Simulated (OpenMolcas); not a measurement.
**Kr5+: the spin-orbit constant, worked from levels**

```yaml
Program: OpenMolcas
Basis: ANO-R3 [7s6p5d4f2g1h]
Scalar_Hamiltonian: X2C, finite nucleus
Active_space: 1 electron in 9 orbitals (RAS2 4p; RAS3 4d 5s, at most 1 electron)
State_averaging: 2S+1 = 2 odd, 3 roots; 2S+1 = 2 even, 6 roots
Spin-orbit_coupling: state interaction with AMFI integrals over the reference wave functions, term energies averaged over their components
```

Methods: RASSCF; SS-RASPT2, IPEA 0.25 Eh, imaginary shift 0.1 Eh (closed shells correlated: 3d 4s). Measured levels: Saloman, J. Phys. Chem. Ref. Data 36, 215 (2007).

**The spin-orbit constant.** For the Hund term ²P° of p1, E(J) = (A/2) J(J+1) + constant and ζ = 2S·A = A. From J = 1/2 to J = 3/2 the energy changes by 1.5 A.

```tsv
Source	E(3/2) - E(1/2)	A	ζ
RASSCF	7364.1	4909.4	4909
SS-RASPT2	7364.1	4909.4	4909
measured	8110.0	5406.7	5407
```

All in cm-1. SS-RASPT2 is off by -9.2 % and RASSCF by -9.2 %. Both methods take the spin-orbit matrix elements from the reference wave functions, so the second can move ζ only through the term energies and any multistate remixing.

Over all roots computed the reference weight is 0.89 to 0.96 in SS-RASPT2; the roots of lowest weight are the least certain, and an intruder state may touch them. With one active electron the reference holds no correlation, so core polarisation is missing (holds for RASSCF). With one active electron, CASPT2 adds the correlation within the correlated inactive shells and between them and that electron, and leaves the splitting within a term as the reference gives it (holds for SS-RASPT2). Computed and measured levels are paired by configuration, term and J; levels that our copy of the source lacks, or whose pairing is in doubt (as where it misses far off the trend of its configuration), stay unpaired and out of the deviations. Only configurations of the active space appear.

° marks odd parity.
